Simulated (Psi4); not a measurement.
C2H5S, doublet, at a GFN2-xTB geometry; Psi4 1.11 with PBE0/6-311G**.

Input for Psi4:
```
memory 2 GB

molecule mol {
0 2
  C     1.591205   -0.309065   -0.074235
  C     0.141277   -0.746968   -0.194138
  S    -1.004971    0.599201    0.152190
  H     1.798620    0.048213    0.931932
  H     2.249033   -1.148568   -0.290440
  H     1.805409    0.493498   -0.776411
  H    -0.087622   -1.545847    0.513545
  H    -0.080798   -1.098314   -1.203423
}

set basis 6-311g**
set reference uks

energy('pbe0')
print_variables()
```

Output, abridged:

```
   => Loading Basis Set <=

    Name: 6-311G**
    Role: ORBITAL
    Keyword: BASIS

         ---------------------------------------------------------
                                   SCF
               by Justin Turney, Rob Parrish, Andy Simmonett
                          and Daniel G. A. Smith
                              UKS Reference
         ---------------------------------------------------------

  ==> Geometry <==

    Molecular point group: c1
    Full point group: C1

    Geometry (in Angstrom), charge = 0, multiplicity = 2:

       Center              X                  Y                   Z               Mass
    ------------   -----------------  -----------------  -----------------  -----------------
         C            1.683189687572    -0.361659341561    -0.087578492634    12.000000000000
         C            0.233261687572    -0.799562341561    -0.207481492634    12.000000000000
         S           -0.912986312428     0.546606658439     0.138846507366    31.972071174400
         H            1.890604687572    -0.004381341561     0.918588507366     1.007825032230
         H            2.341017687572    -1.201162341561    -0.303783492634     1.007825032230
         H            1.897393687572     0.440903658439    -0.789754492634     1.007825032230
         H            0.004362687572    -1.598441341561     0.500201507366     1.007825032230
         H            0.011186687572    -1.150908341561    -1.216766492634     1.007825032230

  Running in c1 symmetry.

  Rotational constants: A =      1.06740  B =      0.18666  C =      0.16893 [cm^-1]
  Rotational constants: A =  31999.80358  B =   5595.83254  C =   5064.29565 [MHz]
  Nuclear repulsion =   98.624631439624011

  Charge       = 0
  Multiplicity = 2
  Electrons    = 33
  Nalpha       = 17
  Nbeta        = 16

  ==> Algorithm <==

  SCF Algorithm Type is DF.
  DIIS enabled.
  MOM disabled.
  Fractional occupation disabled.
  Guess Type is SAD.
  Energy threshold   = 1.00e-06
  Density threshold  = 1.00e-06
  Integral threshold = 1.00e-12

  ==> Primary Basis <==

  Basis Set: 6-311G**
    Blend: 6-311G**
    Number of shells: 48
    Number of basis functions: 92
    Number of Cartesian functions: 95
    Spherical Harmonics?: true
    Max angular momentum: 2

  ==> DFT Potential <==

   => LibXC <=

    Version 7.1.2
    S. Lehtola, C. Steigemann, M. J. T. Oliveira, and M. A. L. Marques,  SoftwareX 7, 1–5 (2018) (10.1016/j.softx.2017.11.002)

   => Composite Functional: PBE0 <=
[...]
      Ntotal   =   32.9999668168 ; deviation = -3.318e-05

   @Spin Contamination Metric:   3.311413787E-03
   @S^2 Expected:                7.500000000E-01
   @S^2 Observed:                7.533114138E-01
   @S   Expected:                5.000000000E-01
   @S   Observed:                5.000000000E-01

    Orbital Energies [Eh]
    ---------------------

    Alpha Occupied:

[...]
    Alpha Virtual:

[...]
    Beta Occupied:

[...]
      16A     -0.242022

    Beta Virtual:

[...]
      92A    189.000267

    Final Occupation by Irrep:
              A
    DOCC [    16 ]
    SOCC [     1 ]
    NA   [    17 ]
    NB   [    16 ]

  @DF-UKS Final Energy:  -477.16144614636931

   => Energetics <=

    Nuclear Repulsion Energy =             98.6246314396240109
    One-Electron Energy =                -851.0940359125015675
    Two-Electron Energy =                 304.1813222686183167
    DFT Exchange-Correlation Energy =     -28.8733639421100214
    Empirical Dispersion Energy =           0.0000000000000000
    VV10 Nonlocal Energy =                  0.0000000000000000
    Total Energy =                       -477.1614461463693146

  UHF NO Occupations:
  HONO-2 :   15  A 1.9998312
  HONO-1 :   16  A 1.9987203
  HONO-0 :   17  A 1.0000000
  LUNO+0 :   18  A 0.0012797
  LUNO+1 :   19  A 0.0001688
  LUNO+2 :   20  A 0.0001187
  LUNO+3 :   21  A 0.0000728

Computation Completed

Properties will be evaluated at   0.000000,   0.000000,   0.000000 [a0]

Properties computed using the SCF density matrix

 Multipole Moments:

 ------------------------------------------------------------------------------------
     Multipole            Electronic (a.u.)      Nuclear  (a.u.)        Total (a.u.)
 ------------------------------------------------------------------------------------

 L = 1.  Multiply by 2.5417464519 to convert [e a0] to [Debye]
 Dipole X            :         -5.2396702            5.7362498            0.4965797
 Dipole Y            :          2.7412001           -3.2798337           -0.5386336
 Dipole Z            :          0.6936805           -0.8321036           -0.1384231
 Magnitude           :                                                    0.7455726

 ------------------------------------------------------------------------------------

  Variable Map:
  ----------------------------------------------------------------------------
[...]
  Array Variable Map:
  ----------------------------------------------------------------------------
[...]
[...]
```
